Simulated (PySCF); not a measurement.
## Predicted spectroscopic data

- geometry: GFN2-xTB
- shieldings: GIAO PBE0/pcSseg-1
- program: PySCF 2.14
- a single conformation, no solvent, one averaged value for each set of equivalent atoms, non-relativistic

Chemical shifts δ = σref − σ; $^{1}$H, $^{13}$C vs TMS, all at this level. Where no couplings were computed, multiplicities follow the n + 1 count of equivalent neighbours, and m marks all less simple cases (inequivalent or close neighbours, rings, F or P nearby). Shifts are as computed. Against solution values, carbons near 30 ppm lie about +3 ppm off and those near 130 ppm about +5 ppm. Of 1309 compounds with measured shifts, 239 miss one by over three times the rms of a fit or turn the order of signals round; such compounds aren't used in these exercises. OH and NH positions are gas-phase values without hydrogen bonding to other molecules.

Compound 1 (C₅H₈ClNSi₂). $^{1}$H NMR (500 MHz, computed): δ 8.76 (d, 1H), 7.90 (m, 1H), 7.82 (m, 1H), 7.39 (m, 1H), 5.69 (t, 2H), 4.97 (t, 2H). $^{13}$C{$^{1}$H} NMR (computed): δ 169.8, 154.8, 140.4, 136.6, 128.8. Structure: `C1=CC=NC([SiH2][SiH2]Cl)=C1`.

Compound 2 (C₅H₈ClNSi₂). $^{1}$H NMR (500 MHz, computed): δ 11.41 (br s, 1H), 7.76 (s, 1H), 5.66 (m, 1H), 5.21 (m, 1H), 3.21 (m, 1H), 2.96 (m, 1H), 2.12 (m, 1H), 0.68 (m, 1H). $^{13}$C{$^{1}$H} NMR (computed): δ 156.4, 104.3, 82.8, 5.9, 3.1. Structure: SMILES [H]/N=C\C#C[C@@H]1[SiH2][C@@H]1[SiH2]Cl.

Compound 3 (C₄H₁₄O₂Si₃). $^{1}$H NMR (500 MHz, computed): δ 5.77 (q, 1H), 5.30 (s, 2H), 4.28 (s, 3H), 4.16 (q, 2H), 4.13 (d, 3H), 1.35 (t, 3H). $^{13}$C{$^{1}$H} NMR (computed): δ 170.0 (C), 126.6 (CH), 61.0 (CH2), 20.7 (CH3). Structure: SMILES CCO[SiH2]O/C([SiH3])=C\[SiH3].
